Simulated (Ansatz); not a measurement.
Computed with Ansatz on PBE0-D4/def2-TZVP structures; ΔE is electronic, products minus reactants. CCSD(T)/CBS adds triple-zeta CCSD(T) − MP2 to the extrapolated MP2 energy (def2 sets, frozen cores). For Ga outer-core shells are correlated without core-valence functions, which leaves a few kJ/mol of doubt a bond. Scalar relativity is left out up to krypton. One conformer a species, not always the lowest.

Reaction (ligand exchange at a B–C bond): `B[CH2][GaH][CH3]` + `OC[SiH](F)F` → `BOC[SiH](F)F` + `[CH3][GaH][CH3]`

```
             level  ΔE (kJ/mol)
     HF/def2-TZVPP       -123.4
SCS-MP2/def2-TZVPP       -112.3
   CCSD/def2-TZVPP       -111.4
    MP2/def2-QZVPP       -107.7
```

(1) What does CCSD(T)/CBS give? (Estimate.)

Largest T1 diagnostic among the species: 0.013.

Answers

(1) Ansatz gave: -107.9 kJ/mol. The listed levels differ from it by -15.5, -4.4, -3.5, 0.2 kJ/mol.

In def2-TZVPP, CCSD(T) changes the Hartree–Fock value by +13.5 kJ/mol (the triples alone add +1.5 kJ/mol) and MP2 by +14.8 kJ/mol.
